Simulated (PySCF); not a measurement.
Tautomers of CC(N)=S. Isolated molecules, 0 K electronic values unless said otherwise. One relaxed conformer stands for each flexible species; it need not be the lowest. Strings in code marks are SMILES.

The LUMO from two functionals at the same geometries (r2SCAN-D4/def2-TZVP), both in PySCF: PBE-D3(BJ)/def2-TZVP and r2SCAN-D4/def2-TZVP. 

```
species                                PBE-D3(BJ)/def2-TZVP (eV)  r2SCAN-D4/def2-TZVP (eV)
-------------------------------------  -------------------------  ------------------------
`CC(N)=S`                                                  -1.76                     -1.60
`C(S)(=C)N`                                                -0.68                     -0.45
`[H]/N=C(/C)S` (N–C–S–H torsion 180°)                      -1.21                     -1.00
```

Over these rows, drawn at random from the members with no instability flagged (it was tested for open shells, ions and some series alone), PBE minus r2SCAN-D4: mean -0.20 eV, from -0.23 eV to -0.16 eV.
